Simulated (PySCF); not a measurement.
**How methods differ on the ionisation energy of Sr²⁺**

Sr²⁺ [Kr] (1S) → Sr³⁺ [Ar] 3d10 4s2 4p5 (2P), as a difference of total energies. Calculation: PySCF 2.14, in Sapporo-DKH3-DZP-2012 (7s6p2d, 35 functions); the spin-free X2C one-electron Hamiltonian (Gaussian nucleus). Correlated levels: valence: [Ar] 3d10 4s2 frozen. The calculations carry no spin-orbit coupling.

```tsv
method	ionisation energy (eV)	difference from reference (eV)
UHF	42.095	-0.789
MN15	43.037	+0.153
BP86	43.148	+0.264
MP2 (valence)	43.123	+0.239
SCS-MP2 (valence)	43.065	+0.181
CCSD (valence)	43.093	+0.209
CCSD(T) (valence)	43.095	+0.211
```

Reference: 42.884 eV (measured; NIST Atomic Spectra Database, ionization energies).

The reference lies between the lowest fine-structure levels, while these numbers refer to the centres of the terms.

Errors of the correlated levels include the incompleteness of this basis and the frozen core.
